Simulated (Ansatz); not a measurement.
`[PH2][GaH2]` + H₂S → `[SH][GaH2]` + PH₃  (cleavage of the Ga–P bond)

Gas-phase electronic energies from Ansatz, PBE0-D4/def2-TZVP geometries. CBS: MP2 limit from def2 TZ/QZ plus the TZ coupled-cluster correction, frozen cores. This one scheme is used for every species. DFT in def2-TZVPP. For Ga outer-core shells are correlated without core-valence functions, which leaves a few kJ/mol of doubt a bond. Scalar relativity is left out up to krypton.

`[PH2][GaH2]`:

Cartesian coordinates in Å:
```
P -0.664 -0.253 -1.202
Ga 0.803 -0.074 0.572
H -1.041 1.115 -1.201
H -1.763 -0.694 -0.421
H 0.861 -1.226 1.635
H 1.804 1.133 0.617
```

H₂S:

Z-matrix (Å, degrees):
```
S
H 1 1.341
H 1 1.341 2 92.3
```

`[SH][GaH2]`:

```xyz
5

S     0.375   -0.838    1.307
Ga    0.188    0.227   -0.608
H    -0.852   -0.511    1.743
H     1.436    0.144   -1.538
H    -1.148    0.977   -0.904
```

PH₃:

Z-matrix (Å, degrees):
```
P
H 1 1.420
H 1 1.420 2 93.1
H 1 1.420 2 93.1 3 93.3
```

```
  level  ΔE (kJ/mol)
ωB97X-V        -55.6
   PBE0        -52.7
```

(1) What does CCSD(T)/CBS give? (Best estimate.)

Largest T1 diagnostic among the species: 0.014.

Answers

(1) Ansatz gave: -54.9 kJ/mol. The listed levels differ from it by -0.7, 2.2 kJ/mol.

Leaving LDA and LC-ωPBE aside and taking each functional with its dispersion term where it has one, the values, not all of them listed here, spread over 6.8 kJ/mol, from BHLYP-D4 to revPBE-D4. At CCSD(T), def2-SVP lies −6.7 kJ/mol from the extrapolated value and def2-TZVPP −0.3 kJ/mol.
